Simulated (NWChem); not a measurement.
Program: NWChem. System: CH3ClOSi, charge 0, spin multiplicity 1, at a geometry optimised with PBE0/def2-SVP. The structure started from a generated list of species. Level: RHF/def2-TZVP.

The NWChem input:

```
start mol
memory heap 200 mb stack 800 mb global 1000 mb
geometry units angstroms nocenter noautoz
  O     -2.252703     1.267542     0.000000
  C     -1.539023     0.296918     0.000000
  Si     0.372239     0.561545     0.000000
  Cl     1.325004    -1.275300     0.000000
  H     -1.971294    -0.741855     0.000000
  H      0.745324     1.319244    -1.224711
  H      0.745324     1.319244     1.224711
  symmetry group Cs
end
basis spherical
  * library def2-tzvp
end
scf
  rhf
  nopen 0
  maxiter 100
  thresh 1e-7
  semidirect memsize 60000000 filesize 0
end
task scf energy
```

NWChem printed:

```
             Northwest Computational Chemistry Package (NWChem) 7.3.0
             --------------------------------------------------------

                                NWChem Input Module
                                -------------------

 Scaling coordinates for geometry "geometry" by  1.889725989
 (inverse scale =  0.529177249)

 Turning off AUTOSYM since
 SYMMETRY directive was detected!

                             Geometry "geometry" -> ""
                             -------------------------

 Output coordinates in angstroms (scale by  1.889725989 to convert to a.u.)

  No.       Tag          Charge          X              Y              Z
 ---- ---------------- ---------- -------------- -------------- --------------
    1 O                    8.0000    -2.25270300     1.26754200     0.00000000
    2 C                    6.0000    -1.53902300     0.29691800     0.00000000
    3 Si                  14.0000     0.37223900     0.56154500     0.00000000
    4 Cl                  17.0000     1.32500400    -1.27530000     0.00000000
    5 H                    1.0000    -1.97129400    -0.74185500     0.00000000
    6 H                    1.0000     0.74532400     1.31924400    -1.22471100
    7 H                    1.0000     0.74532400     1.31924400     1.22471100

 Effective nuclear repulsion energy (a.u.)     191.5796909955

            Nuclear Dipole moment (a.u.)
            ----------------------------
        X                 Y               Z
 ---------------- ---------------- ----------------
     0.0000113384     0.0000132281     0.0000000000

      Symmetry information
      --------------------

 Group name             Cs
 Group number              2
 Group order               2
 No. of unique centers     6

      Symmetry unique atoms

     1    2    3    4    5    6


 Summary of "ao basis" -> "" (spherical)
 ------------------------------------------------------------------------------
       Tag                 Description            Shells   Functions and Types
 ---------------- ------------------------------  ------  ---------------------
 *                         def2-tzvp                  on all atoms

 Summary of "ao basis" -> "ao basis" (spherical)
 ------------------------------------------------------------------------------
       Tag                 Description            Shells   Functions and Types
 ---------------- ------------------------------  ------  ---------------------
 O                         def2-tzvp                11       31   5s3p2d1f
 C                         def2-tzvp                11       31   5s3p2d1f
 Si                        def2-tzvp                13       37   5s5p2d1f
 Cl                        def2-tzvp                13       37   5s5p2d1f
 H                         def2-tzvp                 4        6   3s1p

                                 NWChem SCF Module
                                 -----------------

  ao basis        = "ao basis"
  functions       =   154
  atoms           =     7
  closed shells   =    24
  open shells     =     0
  charge          =   0.00
  wavefunction    = RHF
  use symmetry    = T
  symmetry adapt  = T

 Summary of "ao basis" -> "ao basis" (spherical)
 ------------------------------------------------------------------------------
       Tag                 Description            Shells   Functions and Types
 ---------------- ------------------------------  ------  ---------------------
 O                         def2-tzvp                11       31   5s3p2d1f
 C                         def2-tzvp                11       31   5s3p2d1f
 Si                        def2-tzvp                13       37   5s5p2d1f
 Cl                        def2-tzvp                13       37   5s5p2d1f
 H                         def2-tzvp                 4        6   3s1p

      Symmetry analysis of basis
      --------------------------

        a'        103
        a"         51

 Forming initial guess at       0.1s

      Superposition of Atomic Density Guess
      -------------------------------------

 Sum of atomic energies:        -862.26816215

      Non-variational initial energy
      ------------------------------

 Total energy =    -863.490683
 1-e energy   =   -1571.895452
 2-e energy   =     516.825078
 HOMO         =      -0.276711
 LUMO         =      -0.065616

      Symmetry analysis of molecular orbitals - initial
      -------------------------------------------------

  Numbering of irreducible representations:

     1 a'          2 a"

  Orbital symmetries:

     1 a'          2 a'          3 a'          4 a'          5 a'
     6 a'          7 a'          8 a"          9 a'         10 a"
    11 a'         12 a'         13 a'         14 a'         15 a'
    16 a'         17 a'         18 a"         19 a'         20 a'
    21 a"         22 a'         23 a"         24 a'         25 a"
    26 a'         27 a'         28 a'         29 a'         30 a"
    31 a'         32 a"         33 a'         34 a'

 Starting SCF solution at       5.1s

 ----------------------------------------------
         Quadratically convergent ROHF

 Convergence threshold     :          1.000E-07
 Maximum no. of iterations :          100
 Final Fock-matrix accuracy:          1.000E-09
 ----------------------------------------------

              iter       energy          gnorm     gmax       time
             ----- ------------------- --------- --------- --------
                 1     -862.9050431980  1.20D+00  3.58D-01      5.5
                 2     -862.9919225629  3.76D-01  6.67D-02      6.1
                 3     -863.0065983849  1.56D-02  6.15D-03      7.5
                 4     -863.0066503439  1.00D-04  1.71D-05      9.6
                 5     -863.0066503452  9.79D-09  2.94D-09     12.6

       Final RHF  results
       ------------------

         Total SCF energy =   -863.006650345183
      One-electron energy =  -1573.675579799354
      Two-electron energy =    519.089238458688
 Nuclear repulsion energy =    191.579690995483

        Time for solution =      7.5s

       Symmetry analysis of molecular orbitals - final
       -----------------------------------------------

  Numbering of irreducible representations:

     1 a'          2 a"

  Orbital symmetries:

     1 a'          2 a'          3 a'          4 a'          5 a'
     6 a'          7 a'          8 a"          9 a'         10 a'
    11 a'         12 a"         13 a'         14 a'         15 a'
    16 a'         17 a'         18 a'         19 a"         20 a'
    21 a"         22 a'         23 a"         24 a'         25 a"
    26 a'         27 a'         28 a'         29 a'         30 a"
    31 a'         32 a"         33 a'         34 a'

             Final eigenvalues
             -----------------

              1
    1 -104.8427
    2  -68.8366
    3  -20.5859
    4  -11.3397
    5  -10.5722
    6   -8.0388
    7   -8.0379
    8   -8.0379
    9   -6.1828
   10   -4.2897
   11   -4.2887
   12   -4.2886
   13   -1.4168
   14   -1.1121
   15   -0.8596
   16   -0.7383
   17   -0.6699
   18   -0.6146
   19   -0.5646
   20   -0.5415
   21   -0.5273
   22   -0.4897
   23   -0.4653
   24   -0.4074
   25    0.0748
   26    0.1138
   27    0.1289
   28    0.1609
   29    0.1868
   30    0.2222
   31    0.2364
   32    0.2552
   33    0.2804
   34    0.3026

                       ROHF Final Molecular Orbital Analysis
                       -------------------------------------

 Vector   22  Occ=2.000000D+00  E=-4.896603D-01  Symmetry=a'
              MO Center=  9.8D-01, -9.7D-01, -7.8D-14, r^2= 2.6D+00
   Bfn.  Coefficient  Atom+Function         Bfn.  Coefficient  Atom+Function
  ----- ------------  ---------------      ----- ------------  ---------------
   114      0.411340  4 Cl px               115      0.301494  4 Cl py
   117      0.264327  4 Cl px               111      0.187800  4 Cl px
   118      0.188035  4 Cl py

 Vector   23  Occ=2.000000D+00  E=-4.652572D-01  Symmetry=a"
              MO Center=  1.0D+00, -3.6D-01, -4.1D-14, r^2= 3.2D+00
   Bfn.  Coefficient  Atom+Function         Bfn.  Coefficient  Atom+Function
  ----- ------------  ---------------      ----- ------------  ---------------
   116      0.443489  4 Cl pz               119      0.299122  4 Cl pz
   113      0.204970  4 Cl pz                79     -0.169705  3 Si pz
   107     -0.161517  4 Cl pz

 Vector   24  Occ=2.000000D+00  E=-4.074193D-01  Symmetry=a'
              MO Center= -1.3D+00,  5.2D-01, -1.2D-14, r^2= 3.0D+00
   Bfn.  Coefficient  Atom+Function         Bfn.  Coefficient  Atom+Function
  ----- ------------  ---------------      ----- ------------  ---------------
     6      0.283519  1 O  px                 9      0.254127  1 O  px
    77      0.207303  3 Si px                12      0.204466  1 O  px
    40     -0.184915  2 C  px               138      0.175280  5 H  s
    37     -0.173016  2 C  px                 7      0.170481  1 O  py
   139      0.167485  5 H  s                 10      0.153741  1 O  py

 Vector   25  Occ=0.000000D+00  E= 7.480174D-02  Symmetry=a"
              MO Center= -1.1D+00,  4.0D-01,  3.0D-13, r^2= 3.3D+00
   Bfn.  Coefficient  Atom+Function         Bfn.  Coefficient  Atom+Function
  ----- ------------  ---------------      ----- ------------  ---------------
    82      0.630476  3 Si pz               145      0.547506  6 H  s
   151     -0.547506  7 H  s                 45      0.440633  2 C  pz
    14     -0.398144  1 O  pz                 8     -0.238571  1 O  pz
    42      0.226825  2 C  pz                39      0.213756  2 C  pz
    11     -0.192190  1 O  pz               119     -0.151555  4 Cl pz

 Vector   26  Occ=0.000000D+00  E= 1.138436D-01  Symmetry=a'
              MO Center=  6.9D-01,  7.1D-01, -2.9D-16, r^2= 5.7D+00
   Bfn.  Coefficient  Atom+Function         Bfn.  Coefficient  Atom+Function
  ----- ------------  ---------------      ----- ------------  ---------------
    80      1.640125  3 Si px                36      1.492090  2 C  s
    67     -1.101186  3 Si s                 43      0.858763  2 C  px
   104     -0.744393  4 Cl s                 81     -0.728197  3 Si py
   118     -0.414934  4 Cl py                77      0.350519  3 Si px
     5      0.238196  1 O  s                 44      0.203197  2 C  py

 Vector   27  Occ=0.000000D+00  E= 1.289294D-01  Symmetry=a'
              MO Center=  4.8D-01,  4.8D-01, -6.5D-14, r^2= 6.5D+00
   Bfn.  Coefficient  Atom+Function         Bfn.  Coefficient  Atom+Function
  ----- ------------  ---------------      ----- ------------  ---------------
    36      1.892719  2 C  s                 81      1.655630  3 Si py
    80      1.454109  3 Si px               139     -0.857496  5 H  s
   145     -0.774189  6 H  s                151     -0.774189  7 H  s
    44     -0.703612  2 C  py                67     -0.682421  3 Si s
    43      0.671957  2 C  px               104      0.552731  4 Cl s

 center of mass
 --------------
 x =   0.03546610 y =  -0.06308378 z =   0.00000000

 moments of inertia (a.u.)
 ------------------
         355.080497327955         360.257206240580           0.000000000000
         360.257206240580         653.102760434661           0.000000000000
           0.000000000000           0.000000000000         986.590404809734

  Mulliken analysis of the total density
  --------------------------------------

    Atom       Charge   Shell Charges
 -----------   ------   -------------------------------------------------------
    1 O    8     8.37   0.79  1.18  0.59  0.95  0.34  1.82  1.92  0.74  0.00  0.03  0.00
    2 C    6     5.93   0.86  1.12  0.51  0.66  0.09  1.14  1.17  0.20  0.04  0.12  0.01
    3 Si  14    13.44   2.00  0.58  1.39  0.83  0.32  4.12  1.73  0.52  1.30  0.22  0.16  0.23  0.05
    4 Cl  17    17.31   2.01  0.45  1.52  1.08  0.87  4.18  1.69  1.07  2.90  1.51  0.01  0.03  0.00
    5 H    1     0.90   0.26  0.50  0.12  0.02
    6 H    1     1.02   0.24  0.56  0.21  0.01
    7 H    1     1.02   0.24  0.56  0.21  0.01

       Multipole analysis of the density wrt the origin
       ------------------------------------------------

     L   x y z        total         open         nuclear
     -   - - -        -----         ----         -------
     0   0 0 0      0.000000      0.000000     48.000000

     1   1 0 0      0.411683      0.000000      0.000011
     1   0 1 0     -0.299864      0.000000      0.000013
     1   0 0 1      0.000000      0.000000      0.000000

     2   2 0 0    -33.041487      0.000000    327.079510
     2   1 1 0      4.861226      0.000000   -171.253311
     2   1 0 1      0.000000      0.000000      0.000000
     2   0 2 0    -30.634454      0.000000    176.684522
     2   0 1 1     -0.000000      0.000000      0.000000
     2   0 0 2    -27.988945      0.000000     10.712600

 Task  times  cpu:       12.6s     wall:       12.6s

 Total times  cpu:       12.7s     wall:       12.7s
```
